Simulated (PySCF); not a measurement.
# Static response to an electric field

C₈H₁₀N₂Si.
Geometry (PBE0-D3(BJ)/def2-SVP, Å), atoms numbered from 1 in this order:
```
atom  x, y, z in Å
Si1    3.6048    0.5133    0.8922
C2     2.6112   -0.5801   -0.2958
C3     1.1515   -0.2981   -0.2183
C4     0.4048    0.5367   -1.0371
N5    -0.8721    0.5008   -0.5361
C6    -2.0196    1.1182   -0.9442
C7    -3.1798    0.9038   -0.2548
C8    -3.1927    0.0440    0.8764
C9    -2.0383   -0.5776    1.2843
C10   -0.8383   -0.3556    0.5734
N11    0.3817   -0.8321    0.7645
H12    3.4048    1.9519    0.5340
H13    5.0638    0.1949    0.7816
H14    3.1647    0.2968    2.3009
H15    2.7919   -1.6313   -0.0208
H16    2.9939   -0.4280   -1.3170
H17    0.6685    1.1294   -1.9088
H18   -1.9421    1.7648   -1.8193
H19   -4.0915    1.4016   -0.5868
H20   -4.1259   -0.1196    1.4187
H21   -2.0028   -1.2452    2.1458
```

Level: CAM-B3LYP/def2-SVPD (PySCF), static field, nuclei fixed, core orbitals frozen in the response. The polarisability tensor in these axes (au):

```
x   197.97 -10.35  -4.64
y   -10.35 103.28 -17.25
z    -4.64 -17.25 115.44
```

Problem. Give the principal values, the mean and the anisotropy Δα = √{½[(α1 − α2)² + (α2 − α3)² + (α1 − α3)²]}.

Solution. Principal values 89.92, 127.59 and 199.18 au; mean 138.90 au = 20.58 Å³ = 22.90 × 10⁻⁴⁰ C²·m²/J; Δα = 96.13 au (69 % of the mean).

Problem. What is the dipole moment, and where does it point?

Solution. (-1.98, 1.46, -2.14) D, 3.26 D in size, pointing from the negative to the positive side. Measured along this direction, the outermost atoms are H13 at the negative end and H19 at the positive end.

Problem. Along which axes do the principal values lie, and how far do the nuclei extend along each?

Solution. Largest value along (0.99, -0.10, -0.03), where the nuclei span 9.18 Å; middle along (-0.03, -0.57, 0.82), 4.97 Å; least along (0.10, 0.82, 0.57), 3.30 Å. The response follows the extents in order.

Problem. What are the principal values of the traceless quadrupole moment, Θ = ½Σq(3rr − r²1), about the centre of nuclear charge?

Solution. -10.66, 2.07, 8.59 D·Å. The values depend on the origin, since the dipole doesn't vanish. The electronic extent ⟨r²⟩ about the same centre is 2397 bohr², a root-mean-square distance of 2.79 Å for the 86 electrons.

Problem. What depolarisation ratio follows for Rayleigh scattering of linearly polarised light, taking the static tensor?

Solution. ρ = 3Δα²/(45ᾱ² + 4Δα²) = 27723.2/(868168 + 36964.2) = 0.0306.

Problem. Find the Langevin capture rate constant for H3O+ (19.018 u) meeting this molecule (162.061 u), k = 2.342 × 10⁻⁹ cm³/s × √(α in Å³ / reduced mass in u).

Solution. The reduced mass is 17.02 u, so k = 2.58 × 10⁻⁹ cm³/s. The formula leaves out the permanent dipole, which adds to the capture rate.

Geometry: PBE0-D3(BJ)/def2-SVP, one conformer, isolated molecule.
